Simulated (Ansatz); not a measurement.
`C[Si@H](O)[Si@H](O)F` + `C=CCOCF` → `C=C[Si@@H](O)[Si@@H](O)F` + `CCOCF`  (formal exchange of groups at the Si–C bond)

Gas-phase electronic energies from Ansatz, PBE0-D4/def2-TZVP geometries. CCSD(T)/CBS adds triple-zeta CCSD(T) − MP2 to the extrapolated MP2 energy (def2 sets, frozen cores). Functionals use def2-TZVPP. B3LYP here is the variant with VWN-RPA as its local correlation; programs differ in this. One conformer a species, not always the lowest.

| level | ΔE (kJ/mol) | difference from CCSD(T)/CBS |
| --- | --- | --- |
| PBE-D4 | 6.1 | 1.9 |
| r2SCAN-D4 | 5.8 | 1.6 |
| PBE0-D4 | 5.8 | 1.6 |
| B3LYP-D4 | 3.8 | -0.4 |
| ωB97X-V | 5.7 | 1.5 |
| ωB97M-V | 6.8 | 2.6 |
| B3LYP | 4.8 | 0.6 |
| HF/def2-TZVPP | 1.3 | -2.9 |
| MP2/def2-TZVPP | 4.9 | 0.7 |
| MP2/CBS(def2) | 4.6 | 0.4 |
| CCSD(T)/CBS | 4.2 | 0 |

Largest T1 diagnostic among the species: 0.012.

In def2-TZVPP, CCSD(T) changes the Hartree–Fock value by +3.1 kJ/mol (the triples alone add +0.2 kJ/mol) and MP2 by +3.5 kJ/mol.
